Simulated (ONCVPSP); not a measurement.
## Mg: one change to an ONCV potential, before and after

magnesium, optimised norm-conserving Vanderbilt (ONCV), made with ONCVPSP 4.0.1 (PBE, scalar-relativistic). Core [He], reference 2s2 2p6 3s1.75 3p0.25. Waves: 2s+3s: rc 1.30 bohr, ncon 4, nbas 7, qcut 7.4 1/bohr, 3 projectors, debl 1.2 Ha; 2p+3p: rc 1.40 bohr, ncon 3, nbas 8, qcut 10.3 1/bohr, 2 projectors. Local part: polynomial inside 1.00 bohr (lpopt 4, dvloc0 -1 Ha). Core correction: Teter function, fcfact 2.5, rcfact 1.8.

All-electron outer shells of the reference configuration (PBE, scalar-relativistic, ld1.x):

| shell | level (eV) | outermost node (bohr) | outermost maximum (bohr) |
| --- | --- | --- | --- |
| 1s | -1260.21 | – | 0.09 |
| 2s | -80.39 | 0.18 | 0.54 |
| 2p | -47.16 | – | 0.48 |
| 3s | -4.97 | 0.90 | 2.53 |
| 3p | -1.54 | 0.96 | 3.46 |

Change: s: qcut 8.8; p: qcut 12.3.

Cutoffs: the cutoffs (Ha) at which the residual kinetic energy of the hardest occupied pseudo-wave falls to 1 and 0.1 mHa per electron; they do not see the model core or the augmentation charge, which bear on the density cutoff. Errors are all-electron minus pseudo energies relative to the spin-unpolarised reference configuration.

Question: Predict the effect on cutoff, ghosts and configuration errors.

Answer: The potential gets harder (40 Ha and 45 Ha → 49 Ha and 56 Ha); the errors of the 3 common tests hardly move; neither file shows a bound ghost.

```tsv
quantity	base	changed
cutoff, loose	40 Ha	49 Ha
cutoff, tight	45 Ha	56 Ha
loose cutoff by channel	s 21 Ha, p 40 Ha	s 22 Ha, p 49 Ha
bound ghosts	none	none
GHOST(+) flags under 300 eV	none	none
tests with a reliable result	3 of 4	3 of 4
error for 2s2 2p6 3s2 3p0, meV [ΔE -0.85 eV]	0.0	0.0
error for 2s2 2p6 3s1 3p0, meV [ΔE 7.11 eV]	-0.3	-0.2
error for 2s2 2p6 3s1 3p1, meV [ΔE 2.64 eV]	-0.2	-0.2
s: phases at 1.32 bohr within 0.05 rad from the reference energy up to (Ha; the scan ends near 5)	to the end of the scan	to the end of the scan
p: phases at 1.42 bohr within 0.05 rad from the reference energy up to (Ha; the scan ends near 5)	to the end of the scan	to the end of the scan
rms error of d²Exc/dni dnj with the model core, mHa	1.88	1.69
```
